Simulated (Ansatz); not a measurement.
F$_{2}$GeH$_{2}$Se$_{2}$, SMILES `[F][Ge]([F])([SeH])[SeH]`, relaxed with RKS PBE-D4/def2-SVP in Ansatz 0.2.0 from a rough embedded geometry. The force threshold is 0.03 eV/Å; the program also tests the step.

Total charge 0; spin multiplicity 1.

Start:

```xyz
7

F    -1.306    2.105    0.496
Ge   -0.449    0.616   -0.088
F    -0.889    0.292   -1.777
Se    1.840    0.889    0.109
Se   -1.107   -1.221    1.251
H     2.109   -0.541   -0.465
H    -0.197   -2.140    0.474
```

(1) By how much does the energy fall, and how many steps does the optimiser take? (Best estimate.)

(2) Which bonds change most? (Estimate.)

(3) Give the relaxed structure. (Estimate.)

## Answers

(1) Ansatz gave: 0.24 eV, in 5 steps.

(2) Ansatz gave: Se4–H6 from 1.564 to 1.488 Å; F1–Ge2 from 1.815 to 1.748 Å; Ge2–Se4 from 2.314 to 2.354 Å; Ge2–F3 from 1.775 to 1.752 Å.

(3) Ansatz gave: 
```xyz
7

F    -1.212    1.972    0.476
Ge   -0.395    0.522   -0.057
F    -0.880    0.307   -1.727
Se    1.910    0.994    0.028
Se   -1.260   -1.237    1.246
H     2.201   -0.364   -0.507
H    -0.364   -2.193    0.541
```
